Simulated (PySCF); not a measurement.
Orbital picture of PbF

BLYP at R = 2.095 Å; Pb def2-SVPD with ECP60, F def2-SVPD; scalar-relativistic core potentials (PySCF 2.14). State: ²Π (doublet), unpaired electrons π ↑. Only the outer orbitals are listed, counted within each symmetry, core potentials removing the inner ones.

| spin | orbital | occ. | ε (eV) | on Pb (%) | main shells (%) |
| --- | --- | --- | --- | --- | --- |
| α | 6σ | 1 | -12.61 | 88 | 87 Pb s, 12 F p |
| α | 7σ | 1 | -8.15 | 27 | 72 F p, 14 Pb p, 12 Pb s |
| α | 3π | 1 | -8.03 | 4 | 96 F p |
| α | 3π | 1 | -7.97 | 4 | 96 F p |
| α | 4π | 1 | -3.66 | 99 | 98 Pb p |
| α | 4π | 0 | -3.70 | 98 | 98 Pb p |
| β | 6σ | 1 | -12.27 | 86 | 85 Pb s, 14 F p |
| β | 7σ | 1 | -8.06 | 29 | 71 F p, 15 Pb s, 13 Pb p |
| β | 3π | 1 | -8.01 | 3 | 96 F p |
| β | 3π | 1 | -7.82 | 3 | 97 F p |
| β | 4π | 0 | -3.49 | 98 | 98 Pb p |
| β | 4π | 0 | -2.78 | 98 | 97 Pb p |

Problem. Which are the highest filled and the lowest empty level, where do they sit, and how wide is the gap?

Solution. Highest filled α 4π at -3.66 eV (in %: 98 Pb p); lowest empty α 4π at -3.70 eV (in %: 98 Pb p); the gap at BLYP is -0.04 eV. Both belong to one degenerate shell, split only by its one-sided filling, so this is no excitation gap.

```
bond order (Mayer)                              : 0.48
⟨S²⟩                                            : 0.751
charge on Pb (Mulliken, basis-dependent)        : 0.60
charge on Pb (Löwdin, basis-dependent)          : 0.78
dipole moment (positive dipole means Pb(−)F(+)) : -3.64 D
```

Spin–orbit coupling is left out, which matters for elements this heavy, above all for dissociation energies. The state was picked by a PBE0 search and need not be the measured ground state.
